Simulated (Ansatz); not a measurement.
Input file for Ansatz (an electronic-structure program): U-PBE0/def2-TZVPP on BeB, 2S+1 = 4, a spin state set in the input, which need not be the lowest, a point of a bond scan (R = 1.708 Å).

Ansatz 0.2 input:
```yaml
crystal:
  periodic: [false, false, false]
  atoms:
    - {symbol: Be, position_ang: [0.00000000, 0.00000000, 0.00000000]}
    - {symbol: B, position_ang: [0.00000000, 0.00000000, 1.70822600]}
basis:
  gaussian:
    orbitals: def2-TZVPP
    pivot_positions_ang: [[0.00000000, 0.00000000, 0.00000000], [0.00000000, 0.00000000, 1.70822600]]
hamiltonian:
  xc: {name: PBE0}
magnetization: {spin_polarized: true, initial_magnetization: 3}
output: {forces: true, orbitals: {seedname: ./end}}
```

Q: Give the final energy of this run.

A: -39.2922 hartree.
